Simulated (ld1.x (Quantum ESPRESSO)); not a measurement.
**Pd (Z = 46): one change to a PAW potential, before and after**

* Element: palladium (Pd)
* Generator: ld1.x (Quantum ESPRESSO) 7.5
* Type: PAW
* Functional: LDA (PZ)
* Relativity: scalar-relativistic
* Frozen core: [Ar] 3d10 4s2
* Valence charge: 16
* Reference configuration: 4p6 4d10 5s0 5p0
* Partial waves: 5s (bound, empty): rcut 2.30, rcutus 3.15 bohr; 5s channel at 0.05 Ry: rcut 2.30, rcutus 3.15 bohr; 4p (bound): rcut 1.40, rcutus 1.70 bohr; 5p (bound, empty): rcut 1.40, rcutus 1.70 bohr; 4d (bound): rcut 1.25, rcutus 1.70 bohr; 4d channel at 0.35 Ry: rcut 1.25, rcutus 1.70 bohr; 4f channel at 0.5 Ry: rcut 2.25, rcutus 3.15 bohr; 4f channel at 1.95 Ry: rcut 2.25, rcutus 3.15 bohr
* Local potential: all-electron potential smoothed inside 2.25 bohr (lloc = -1)
* Core correction: Bessel-smoothed model core inside 1.30 bohr
* Augmentation charge: BESSEL, radius 1.10 bohr

Change: wave 4d channel at 0.35 Ry: rcut 1.25, rcutus 1.70 bohr becomes 4d channel at -0.07 Ry: rcut 1.25, rcutus 1.70 bohr.

Cutoffs: the cutoffs (Ry, on a coarse ladder) from which the occupation-weighted sum of valence levels, in a spherical-Bessel basis at the reference potential, stays within 10 and 1 mRy of its value at 400 Ry; they do not see the model core or the augmentation charge, which bear on the density cutoff. Errors are all-electron minus pseudo energies relative to the spin-unpolarised reference configuration.

Problem. Predict the effect on cutoff, ghosts and configuration errors.

Solution. The potential gets neither clearly harder nor softer (45 Ry and 70 Ry → 45 Ry and 70 Ry); of the 8 tests that both files solve, the error grows in 0 and shrinks in 2 by more than 15 % and 0.3 meV (median size 7.5 → 6.9 meV); neither file shows a bound ghost at the reference potential, the only one tested.

```csv
quantity,base,changed
"cutoff, loose",45 Ry,45 Ry
"cutoff, tight",70 Ry,70 Ry
bound ghosts,none,none
"tests counted (converged, no solver errors)",8 of 9,8 of 9
"error for 4p6 4d9 5s0 5p0, meV [ΔE 9.39 eV]",-1.3,-1.1
"error for 4p6 4d8 5s0 5p0, meV [ΔE 30.47 eV]",-13,-12
"error for 4p6 4d7 5s0 5p0, meV [ΔE 65.06 eV]",-55,-52
"error for 4p5 4d10 5s0 5p0, meV [ΔE 57.34 eV]",-48,-48
"error for 4p6 4d9.5 5s0 5p0, meV [ΔE 3.37 eV]",-0.1,0.0
"error for 4p6 4d9 5s0 5p1, meV [ΔE 5.32 eV]",-0.8,-0.5
"error for 4p6 4d9 5s0 5p0 (spin-polarised), meV [ΔE 9.24 eV]",-1.6,-1.3
"error for 4p6 4d8 5s0 5p0 (spin-polarised), meV [ΔE 29.83 eV]",-14,-13
s: phases at 3.41 bohr within 0.05 rad from the reference energy up to (Ry; the scan ends near 5),1.5,1.5
p: phases at 3.41 bohr within 0.05 rad from the reference energy up to (Ry; the scan ends near 5),to the end of the scan,to the end of the scan
d: phases at 3.41 bohr within 0.05 rad from the reference energy up to (Ry; the scan ends near 5),5.0,4.9
f: phases at 3.41 bohr within 0.05 rad from the reference energy up to (Ry; the scan ends near 5),3.3,3.3
lowest overlap eigenvalue by channel,"s 0.30, p 0.10, d 0.96, f 0.98","s 0.30, p 0.10, d 0.96, f 0.98"
```

Base: Tests not counted: 4p6 4d9 5s1 5p0 (pseudo-atom not self-consistent, printed error +472 meV). Changed file: Tests not counted: 4p6 4d9 5s1 5p0 (pseudo-atom not self-consistent, printed error +955 meV).
